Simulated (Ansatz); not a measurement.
AlH₈NOSi₂. Total charge 0; spin multiplicity 1. The bonds changed during the relaxation, so this is another structure than the one it started from. The structure was optimised at the PBE0-D4/def2-TZVP level. It is one conformer, not always the lowest.

```xyz
13

N    -0.714    1.028   -0.941
Si    0.848    0.192   -1.582
O     2.127    0.975   -0.880
Al   -0.862   -0.904   -0.343
Si   -0.314   -0.989    2.041
H    -0.558    1.753   -0.249
H    -1.359    1.384   -1.637
H     0.894    0.596   -3.015
H     2.461    0.573   -0.077
H    -2.063   -1.632   -1.082
H     0.180   -2.330    2.470
H     0.793   -0.024    2.336
H    -1.432   -0.622    2.960
```

**Question.** What is the dipole moment at r2SCAN/def2-TZVPP? (An estimate is asked.)

**Answer.** The calculation gave: 2.08 D, with components (-0.46, 1.98, -0.47) D in this frame, pointing from negative to positive charge.

**Question.** And with PBE, B3LYP, ωB97M-V? (Estimate.)

**Answer.** Computed: PBE 2.05 D, B3LYP 1.91 D, ωB97M-V 1.90 D.

**Question.** Give the Mulliken charges with r2SCAN, PBE, ωB97M-V in def2-TZVPP. (An estimate is asked.)

**Answer.** Ansatz gave: 
```
atom  r2SCAN    PBE  ωB97M-V
  N1   -0.23  -0.19    -0.21
 Si2    0.29   0.22     0.25
  O3   -0.41  -0.34    -0.37
 Al4    0.31   0.21     0.20
 Si5    0.02  -0.04    -0.07
  H6    0.15   0.15     0.13
  H7    0.15   0.15     0.13
  H8   -0.09  -0.07    -0.03
  H9    0.22   0.20     0.19
 H10   -0.17  -0.13    -0.12
 H11   -0.07  -0.05    -0.03
 H12   -0.10  -0.07    -0.06
 H13   -0.07  -0.05    -0.03
```

B3LYP here is the variant with VWN-RPA as its local correlation; programs differ in this.
